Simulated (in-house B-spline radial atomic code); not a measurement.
RPA and G0W0 for neutral palladium, [Kr] 4d10, as one setting changes: the highest l of the empty states. Start: PBE0. A dash marks a level of low quasi-particle weight. Computed with a B-spline radial code for spherical atoms: all electrons, scalar-relativistic (spin-free one-electron X2C), finite nucleus, each spin shell either full or empty, empty states to the listed l with an (l + 1/2)⁻⁴ tail; G0W0 by contour deformation at full frequency.

```
highest l of the empty states  RPA summed (Eh)  RPA extrapolated (Eh)  G0W0 level (eV)
                            4          -3.0009                -3.5207                -
                            5          -3.2341                 -3.559                -
                            6                ?                      ?                ?
                            7          -3.4088                 -3.533                -
                            8                ?                      ?                ?
                            9          -3.4617                -3.5147                -
                           10           -3.474                -3.5113                -
                           11          -3.4821                -3.5092                -
```

(1) What belongs in the row for 6?

(2) What belongs in the row for 8?

## Answers

(1) RPA summed (Eh): -3.348; RPA extrapolated (Eh): -3.5436; G0W0 level (eV): -.

(2) RPA summed (Eh): -3.442; RPA extrapolated (Eh): -3.5209; G0W0 level (eV): -.
